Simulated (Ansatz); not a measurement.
Compare A (`O=[CH][GeH2][SiH3]`) with its isomer B (`O[SiH]1[CH2][GeH2]1`).

Isolated molecules relaxed with PBE0-D4/def2-TZVP in Ansatz; ΔE leaves out vibrations. CCSD(T)/CBS is the MP2 limit (def2-TZVPP, def2-QZVPP) plus CCSD(T) − MP2 in def2-TZVPP, frozen cores. DFT in def2-TZVPP. B3LYP here is the variant with VWN-RPA as its local correlation; programs differ in this. For Ge outer-core shells are correlated without core-valence functions, which leaves a few kJ/mol of doubt a bond. Scalar relativity is left out up to krypton. Each species was taken in one conformer, which may not be the lowest.

(1) Which isomer does CCSD(T)/CBS put lower? Give the gap. (Best estimate.)

(2) Give E(B) − E(A) in kJ/mol with CCSD/def2-TZVPP, B3LYP-D4, HF/def2-TZVPP, PBE-D4, MP2/def2-TZVPP, CCSD(T)/def2-TZVPP, ωB97M-V. (An estimate is asked.)

Largest T1 diagnostic: 0.015.

## Answers

(1) Ansatz gave: B, by 128.4 kJ/mol.

(2) Ansatz gave: CCSD/def2-TZVPP -115.1, B3LYP-D4 -103.8, HF/def2-TZVPP -88.8, PBE-D4 -111.0, MP2/def2-TZVPP -135.5, CCSD(T)/def2-TZVPP -115.8, ωB97M-V -122.9. None reverses the order clearly.

From PBE to PBE0 (25 % exact exchange), in def2-TZVPP and without D4, E(B) − E(A) moves by −13.5 kJ/mol. In def2-TZVPP, CCSD(T) changes the Hartree–Fock value by −27.0 kJ/mol (the triples alone add −0.7 kJ/mol) and MP2 by −46.8 kJ/mol.
